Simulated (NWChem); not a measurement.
System: CH3BeClO; SMILES C[O][Be][Cl]

```xyz
7

Be     0.0048    -0.1614     0.0001
Cl    -0.0015    -1.9845    -0.0001
O      0.0108     1.2192     0.0005
C     -0.0072     2.6079    -0.0003
H      0.7621     3.0039     0.6750
H      0.1859     2.9959    -1.0087
H     -0.9841     2.9816     0.3323
```
Atoms are numbered in this order, from 1.

Program: NWChem. Structure relaxed at the B3LYP/6-31G* (spherical d) level. Level SCAN/def2-SVP: energy and gradient on several grids; changes count from the extra-fine grid, which is no exact limit either.

| grid | size of the energy change (μHa) | largest change of a gradient component (μHa/bohr) | time, medium = 1 (rough) |
|---|---|---|---|
| xcoarse | 40000 | 5000 | about 1 |
| coarse | 4000 | 2000 | about 1 |
| medium | 4000 | 500 | about 1 |
| fine | 100 | 1000 | 2 |
| xfine | < 10 | < 30 | 5 |
